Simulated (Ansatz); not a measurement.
## Molecular dynamics of H₁₀O₂Si₄

Input file:

```yaml
crystal:
  periodic: [false, false, false]
  atoms:
    - { symbol: Si, position_ang: [-0.061018, -0.110674, -0.245443] }
    - { symbol: O, position_ang: [-0.212616, -0.089738, 1.49122] }
    - { symbol: H, position_ang: [-1.183224, -0.40724, 1.658923] }
    - { symbol: Si, position_ang: [2.16912, 0.061889, -0.64786] }
    - { symbol: H, position_ang: [2.879654, -1.087911, -0.107778] }
    - { symbol: H, position_ang: [2.433213, 0.103442, -2.078667] }
    - { symbol: H, position_ang: [2.738807, 1.261198, -0.052385] }
    - { symbol: O, position_ang: [-0.735928, 1.33914, -0.91464] }
    - { symbol: Si, position_ang: [-2.409587, 1.596002, -0.61912] }
    - { symbol: H, position_ang: [-2.724241, 1.791154, 0.797629] }
    - { symbol: H, position_ang: [-2.772292, 2.802772, -1.348358] }
    - { symbol: H, position_ang: [-3.236662, 0.482028, -1.09052] }
    - { symbol: Si, position_ang: [-1.014842, -2.00048, -1.140085] }
    - { symbol: H, position_ang: [-2.177427, -2.433219, -0.374102] }
    - { symbol: H, position_ang: [-1.448932, -1.800349, -2.516565] }
    - { symbol: H, position_ang: [-0.065126, -3.105013, -1.138948] }
basis:
  gaussian: { orbitals: STO-3G }
hamiltonian:
  xc: pbe
md:
  timestep: 0.5
  n_steps: 223
  ensemble: nvt_langevin
  temperature: 300.0
  initial_velocities: maxwell_boltzmann
  seed: 208425
  friction: 0.02
```

Launched with:

```bash
$ ansatz run input.yaml --threads 1 --pin off --max-ram 2048MiB --backend cpu --events-out ev --progress --plain --runs-dir out
```

It starts from a relaxed structure.

Output, in part (one step line in 3, the closing report, with atoms numbered from 0):

```
md step     0: t =     0.00 fs  T =   281.3 K  F+E_penalty+E_count = -35324.50376684 eV  E_kin = 0.581670 eV  (24 SCF iters)
md step     3: t =     1.50 fs  T =   259.4 K  F+E_penalty+E_count = -35324.41354300 eV  E_kin = 0.536539 eV  (26 SCF iters)
md step     6: t =     3.00 fs  T =   188.9 K  F+E_penalty+E_count = -35324.27504357 eV  E_kin = 0.390655 eV  (21 SCF iters)
md step     9: t =     4.50 fs  T =   188.9 K  F+E_penalty+E_count = -35324.26657996 eV  E_kin = 0.390717 eV  (21 SCF iters)
md step    12: t =     6.00 fs  T =   230.7 K  F+E_penalty+E_count = -35324.31618041 eV  E_kin = 0.477087 eV  (27 SCF iters)
md step    15: t =     7.50 fs  T =   200.2 K  F+E_penalty+E_count = -35324.27244735 eV  E_kin = 0.414035 eV  (27 SCF iters)
md step    18: t =     9.00 fs  T =   162.5 K  F+E_penalty+E_count = -35324.16695202 eV  E_kin = 0.336054 eV  (21 SCF iters)
md step    21: t =    10.50 fs  T =   167.5 K  F+E_penalty+E_count = -35324.12924244 eV  E_kin = 0.346390 eV  (22 SCF iters)
md step    24: t =    12.00 fs  T =   220.9 K  F+E_penalty+E_count = -35324.19974814 eV  E_kin = 0.456786 eV  (21 SCF iters)
md step    27: t =    13.50 fs  T =   217.6 K  F+E_penalty+E_count = -35324.21352497 eV  E_kin = 0.450134 eV  (27 SCF iters)
md step    30: t =    15.00 fs  T =   193.4 K  F+E_penalty+E_count = -35324.12279058 eV  E_kin = 0.400056 eV  (27 SCF iters)
md step    33: t =    16.50 fs  T =   149.8 K  F+E_penalty+E_count = -35324.06768401 eV  E_kin = 0.309781 eV  (22 SCF iters)
md step    36: t =    18.00 fs  T =   175.0 K  F+E_penalty+E_count = -35324.12365612 eV  E_kin = 0.361883 eV  (22 SCF iters)
md step    39: t =    19.50 fs  T =   189.8 K  F+E_penalty+E_count = -35324.16691963 eV  E_kin = 0.392446 eV  (27 SCF iters)
md step    42: t =    21.00 fs  T =   161.7 K  F+E_penalty+E_count = -35324.13313199 eV  E_kin = 0.334431 eV  (25 SCF iters)
md step    45: t =    22.50 fs  T =   166.2 K  F+E_penalty+E_count = -35324.10365372 eV  E_kin = 0.343713 eV  (21 SCF iters)
md step    48: t =    24.00 fs  T =   204.3 K  F+E_penalty+E_count = -35324.15778183 eV  E_kin = 0.422613 eV  (21 SCF iters)
md step    51: t =    25.50 fs  T =   255.6 K  F+E_penalty+E_count = -35324.23353837 eV  E_kin = 0.528634 eV  (27 SCF iters)
md step    54: t =    27.00 fs  T =   217.2 K  F+E_penalty+E_count = -35324.20142544 eV  E_kin = 0.449115 eV  (28 SCF iters)
md step    57: t =    28.50 fs  T =   173.2 K  F+E_penalty+E_count = -35324.13201342 eV  E_kin = 0.358143 eV  (22 SCF iters)
md step    60: t =    30.00 fs  T =   177.3 K  F+E_penalty+E_count = -35324.12857123 eV  E_kin = 0.366780 eV  (27 SCF iters)
md step    63: t =    31.50 fs  T =   195.6 K  F+E_penalty+E_count = -35324.17020269 eV  E_kin = 0.404451 eV  (25 SCF iters)
md step    66: t =    33.00 fs  T =   192.8 K  F+E_penalty+E_count = -35324.17884972 eV  E_kin = 0.398750 eV  (27 SCF iters)
md step    69: t =    34.50 fs  T =   195.1 K  F+E_penalty+E_count = -35324.11959464 eV  E_kin = 0.403541 eV  (27 SCF iters)
md step    72: t =    36.00 fs  T =   192.9 K  F+E_penalty+E_count = -35324.09501446 eV  E_kin = 0.398932 eV  (21 SCF iters)
md step    75: t =    37.50 fs  T =   246.1 K  F+E_penalty+E_count = -35324.17208368 eV  E_kin = 0.509022 eV  (27 SCF iters)
md step    78: t =    39.00 fs  T =   296.8 K  F+E_penalty+E_count = -35324.22984633 eV  E_kin = 0.613804 eV  (26 SCF iters)
md step    81: t =    40.50 fs  T =   248.8 K  F+E_penalty+E_count = -35324.15467289 eV  E_kin = 0.514539 eV  (26 SCF iters)
md step    84: t =    42.00 fs  T =   206.3 K  F+E_penalty+E_count = -35324.07670814 eV  E_kin = 0.426604 eV  (26 SCF iters)
md step    87: t =    43.50 fs  T =   240.0 K  F+E_penalty+E_count = -35324.12585754 eV  E_kin = 0.496394 eV  (26 SCF iters)
md step    90: t =    45.00 fs  T =   259.4 K  F+E_penalty+E_count = -35324.18466043 eV  E_kin = 0.536523 eV  (27 SCF iters)
md step    93: t =    46.50 fs  T =   251.7 K  F+E_penalty+E_count = -35324.15287781 eV  E_kin = 0.520584 eV  (26 SCF iters)
md step    96: t =    48.00 fs  T =   236.7 K  F+E_penalty+E_count = -35324.06361751 eV  E_kin = 0.489630 eV  (26 SCF iters)
md step    99: t =    49.50 fs  T =   253.7 K  F+E_penalty+E_count = -35324.04360939 eV  E_kin = 0.524602 eV  (27 SCF iters)
md step   102: t =    51.00 fs  T =   297.8 K  F+E_penalty+E_count = -35324.10113188 eV  E_kin = 0.615997 eV  (26 SCF iters)
md step   105: t =    52.50 fs  T =   274.7 K  F+E_penalty+E_count = -35324.05236723 eV  E_kin = 0.568098 eV  (28 SCF iters)
md step   108: t =    54.00 fs  T =   207.5 K  F+E_penalty+E_count = -35323.90727134 eV  E_kin = 0.429066 eV  (23 SCF iters)
md step   111: t =    55.50 fs  T =   174.8 K  F+E_penalty+E_count = -35323.86990844 eV  E_kin = 0.361441 eV  (22 SCF iters)
md step   114: t =    57.00 fs  T =   177.7 K  F+E_penalty+E_count = -35323.94477908 eV  E_kin = 0.367450 eV  (28 SCF iters)
md step   117: t =    58.50 fs  T =   181.3 K  F+E_penalty+E_count = -35323.97442810 eV  E_kin = 0.374879 eV  (28 SCF iters)
md step   120: t =    60.00 fs  T =   174.1 K  F+E_penalty+E_count = -35323.95746412 eV  E_kin = 0.359966 eV  (22 SCF iters)
md step   123: t =    61.50 fs  T =   185.8 K  F+E_penalty+E_count = -35323.99174360 eV  E_kin = 0.384311 eV  (26 SCF iters)
md step   126: t =    63.00 fs  T =   193.0 K  F+E_penalty+E_count = -35324.01755321 eV  E_kin = 0.399208 eV  (27 SCF iters)
md step   129: t =    64.50 fs  T =   231.4 K  F+E_penalty+E_count = -35324.06570721 eV  E_kin = 0.478557 eV  (28 SCF iters)
md step   132: t =    66.00 fs  T =   255.7 K  F+E_penalty+E_count = -35324.11417110 eV  E_kin = 0.528906 eV  (28 SCF iters)
md step   135: t =    67.50 fs  T =   248.2 K  F+E_penalty+E_count = -35324.10968651 eV  E_kin = 0.513328 eV  (26 SCF iters)
md step   138: t =    69.00 fs  T =   269.4 K  F+E_penalty+E_count = -35324.10541749 eV  E_kin = 0.557188 eV  (28 SCF iters)
md step   141: t =    70.50 fs  T =   309.8 K  F+E_penalty+E_count = -35324.13349787 eV  E_kin = 0.640729 eV  (27 SCF iters)
md step   144: t =    72.00 fs  T =   282.9 K  F+E_penalty+E_count = -35324.09148276 eV  E_kin = 0.585024 eV  (27 SCF iters)
md step   147: t =    73.50 fs  T =   242.6 K  F+E_penalty+E_count = -35324.03471435 eV  E_kin = 0.501822 eV  (27 SCF iters)
md step   150: t =    75.00 fs  T =   231.8 K  F+E_penalty+E_count = -35324.03078992 eV  E_kin = 0.479434 eV  (27 SCF iters)
md step   153: t =    76.50 fs  T =   224.3 K  F+E_penalty+E_count = -35324.04836467 eV  E_kin = 0.463914 eV  (27 SCF iters)
md step   156: t =    78.00 fs  T =   244.5 K  F+E_penalty+E_count = -35324.08290498 eV  E_kin = 0.505687 eV  (26 SCF iters)
md step   159: t =    79.50 fs  T =   270.2 K  F+E_penalty+E_count = -35324.12395605 eV  E_kin = 0.558735 eV  (27 SCF iters)
md step   162: t =    81.00 fs  T =   264.6 K  F+E_penalty+E_count = -35324.11953600 eV  E_kin = 0.547231 eV  (27 SCF iters)
md step   165: t =    82.50 fs  T =   288.5 K  F+E_penalty+E_count = -35324.13625543 eV  E_kin = 0.596647 eV  (21 SCF iters)
md step   168: t =    84.00 fs  T =   306.6 K  F+E_penalty+E_count = -35324.17846718 eV  E_kin = 0.634046 eV  (26 SCF iters)
md step   171: t =    85.50 fs  T =   313.1 K  F+E_penalty+E_count = -35324.17635877 eV  E_kin = 0.647553 eV  (26 SCF iters)
md step   174: t =    87.00 fs  T =   273.7 K  F+E_penalty+E_count = -35324.12619626 eV  E_kin = 0.565963 eV  (20 SCF iters)
md step   177: t =    88.50 fs  T =   230.8 K  F+E_penalty+E_count = -35324.06437358 eV  E_kin = 0.477345 eV  (21 SCF iters)
md step   180: t =    90.00 fs  T =   202.0 K  F+E_penalty+E_count = -35324.04311287 eV  E_kin = 0.417786 eV  (21 SCF iters)
md step   183: t =    91.50 fs  T =   191.5 K  F+E_penalty+E_count = -35324.05035905 eV  E_kin = 0.396121 eV  (21 SCF iters)
md step   186: t =    93.00 fs  T =   164.6 K  F+E_penalty+E_count = -35324.03889245 eV  E_kin = 0.340456 eV  (24 SCF iters)
md step   189: t =    94.50 fs  T =   176.8 K  F+E_penalty+E_count = -35324.02256771 eV  E_kin = 0.365672 eV  (21 SCF iters)
md step   192: t =    96.00 fs  T =   186.5 K  F+E_penalty+E_count = -35324.04529481 eV  E_kin = 0.385657 eV  (21 SCF iters)
md step   195: t =    97.50 fs  T =   181.9 K  F+E_penalty+E_count = -35324.08046218 eV  E_kin = 0.376144 eV  (21 SCF iters)
md step   198: t =    99.00 fs  T =   229.0 K  F+E_penalty+E_count = -35324.11429805 eV  E_kin = 0.473621 eV  (27 SCF iters)
md step   201: t =   100.50 fs  T =   242.3 K  F+E_penalty+E_count = -35324.10634975 eV  E_kin = 0.501079 eV  (26 SCF iters)
md step   204: t =   102.00 fs  T =   252.1 K  F+E_penalty+E_count = -35324.11252282 eV  E_kin = 0.521402 eV  (26 SCF iters)
md step   207: t =   103.50 fs  T =   232.9 K  F+E_penalty+E_count = -35324.13339539 eV  E_kin = 0.481702 eV  (25 SCF iters)
md step   210: t =   105.00 fs  T =   271.1 K  F+E_penalty+E_count = -35324.13749803 eV  E_kin = 0.560639 eV  (27 SCF iters)
md step   213: t =   106.50 fs  T =   238.7 K  F+E_penalty+E_count = -35324.10560711 eV  E_kin = 0.493773 eV  (26 SCF iters)
md step   216: t =   108.00 fs  T =   236.2 K  F+E_penalty+E_count = -35324.09207905 eV  E_kin = 0.488399 eV  (27 SCF iters)
md step   219: t =   109.50 fs  T =   226.2 K  F+E_penalty+E_count = -35324.09950479 eV  E_kin = 0.467749 eV  (21 SCF iters)
md step   222: t =   111.00 fs  T =   229.4 K  F+E_penalty+E_count = -35324.12491968 eV  E_kin = 0.474501 eV  (27 SCF iters)
md step   223: t =   111.50 fs  T =   219.3 K  F+E_penalty+E_count = -35324.13005986 eV  E_kin = 0.453529 eV  (25 SCF iters)
Total energy: -35324.13008870 eV, -1298.1378372045 hartree
Atom 0 at     0.002267    -0.163973    -0.252927 Å, force    -1.618500     1.140944    -1.175132 eV/Å
Atom 1 at    -0.219367    -0.277602     1.462432 Å, force    -0.464381    -0.183768     0.212103 eV/Å
Atom 2 at    -1.222103    -0.552214     1.569089 Å, force     0.408123     0.152000    -0.039068 eV/Å
Atom 3 at     2.221450     0.100021    -0.511762 Å, force     0.230170    -0.144822    -0.350221 eV/Å
Atom 4 at     2.991408    -1.173562    -0.399575 Å, force    -0.458162     0.725531    -0.208654 eV/Å
Atom 5 at     2.449283     0.767340    -1.830085 Å, force     0.177764    -0.358957     0.899383 eV/Å
Atom 6 at     2.563609     0.929603     0.638194 Å, force     0.404594     0.134804    -0.296902 eV/Å
Atom 7 at    -0.775514     1.343367    -0.894168 Å, force     0.974771    -0.769893     0.549390 eV/Å
Atom 8 at    -2.490496     1.499166    -0.865138 Å, force     0.410409     0.414812     0.502751 eV/Å
Atom 9 at    -3.042449     1.410129     0.510789 Å, force     0.057991     0.140943    -0.403162 eV/Å
Atom 10 at    -2.747141     2.862159    -1.433944 Å, force    -0.008861    -0.941084     0.284270 eV/Å
Atom 11 at    -3.128613     0.417533    -1.611993 Å, force    -0.215323     0.162891    -0.220655 eV/Å
Atom 12 at    -1.037960    -1.855882    -1.393265 Å, force     0.797990    -0.635217    -0.096505 eV/Å
Atom 13 at    -2.401138    -1.943073    -0.944636 Å, force    -0.472118    -0.169045     0.016396 eV/Å
Atom 14 at    -0.994699    -1.820477    -2.855596 Å, force    -0.118245     0.333990     0.183123 eV/Å
Atom 15 at    -0.392820    -3.127247    -1.083568 Å, force    -0.106223    -0.003129     0.142883 eV/Å
Dipole moment:    -0.079566    -0.140993    -0.038002 e Å
```

The run went to its last step. The mean temperature of the second half is 22 % below the set value. A run of 0.11 ps of so small a system gives no equilibrium averages. Limits of this set-up: minimal basis.

The same pairs are bonded in the first frame and the last. Pairs count as bonded within 1.25 times the sum of covalent radii (0.12 Å more for H–H).

Last frame:

```xyz
16
Properties=species:S:1:pos:R:3
Si 0.002 -0.164 -0.253
O -0.219 -0.278 1.462
H -1.222 -0.552 1.569
Si 2.221 0.100 -0.512
H 2.991 -1.174 -0.400
H 2.449 0.767 -1.830
H 2.564 0.930 0.638
O -0.775 1.343 -0.894
Si -2.490 1.499 -0.865
H -3.042 1.410 0.511
H -2.747 2.862 -1.434
H -3.129 0.417 -1.612
Si -1.038 -1.856 -1.393
H -2.401 -1.943 -0.945
H -0.995 -1.821 -2.856
H -0.393 -3.127 -1.084
```

Run time: 24 min on 1 thread of Intel(R) Xeon(R) Platinum 8259CL CPU @ 2.50GHz (Skylake/Cascade Lake), with other jobs on the host, peak memory 0.13 GiB.
